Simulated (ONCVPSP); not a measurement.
## How hard is this bismuth (Bi) ONCV potential?

```json
{
  "Element": "bismuth (Bi)",
  "Generator": "ONCVPSP 4.0.1",
  "Type": "optimised norm-conserving Vanderbilt (ONCV)",
  "Functional": "LDA (Perdew-Zunger)",
  "Relativity": "scalar-relativistic",
  "Frozen core": "[Xe] 4f14",
  "Valence charge": "15",
  "Reference configuration": "5d10 6s2 6p3",
  "Partial waves": "6s: rc 1.90 bohr, ncon 5, nbas 9, qcut 3 1/bohr, 2 projectors, debl 1.4 Ha; 6p: rc 2.15 bohr, ncon 4, nbas 7, qcut 4 1/bohr, 2 projectors, debl 1.7 Ha; 5d: rc 1.45 bohr, ncon 4, nbas 8, qcut 12.4 1/bohr, 1 projector",
  "Local potential": "polynomial inside 1.30 bohr (lpopt 5, dvloc0 4 Ha)",
  "Core correction": "polynomial model core, fcfact 0.2"
}
```

Task: For each optimised wave give the share of its norm inside rc, the residual kinetic energy above qcut (Ha) and the cutoffs (Ha) for errors of 10, 1, 0.1 and 0.01 mHa per electron.

Result:

```json
{"wave": "6s", "norm inside rc": "0.393", "residual KE": "1.5e-02", "10 mHa": "5.1", "1 mHa": "19.4", "0.1 mHa": "44.6", "0.01 mHa": "53.6"}
{"wave": "s projector 2", "norm inside rc": "0.184", "residual KE": "4.5e-02", "10 mHa": "10.7", "1 mHa": "66.0", "0.1 mHa": "80.7", "0.01 mHa": "88.9"}
{"wave": "6p", "norm inside rc": "0.225", "residual KE": "6.3e-05", "10 mHa": "3.2", "1 mHa": "5.9", "0.1 mHa": "7.6", "0.01 mHa": "18.8"}
{"wave": "p projector 2", "norm inside rc": "0.124", "residual KE": "3.9e-03", "10 mHa": "5.4", "1 mHa": "33.4", "0.1 mHa": "43.2", "0.01 mHa": "55.5"}
{"wave": "5d", "norm inside rc": "0.727", "residual KE": "1.9e-08", "10 mHa": "21.4", "1 mHa": "26.5", "0.1 mHa": "31.7", "0.01 mHa": "50.6"}
```

The occupied waves need 27 Ha and 45 Ha for 1 and 0.1 mHa. Note: ghosts flagged at negative energy: s at -32.7 eV; GHOST(+) flagged for p at 45.5 eV. A true bound ghost makes a file unfit for plane-wave use.
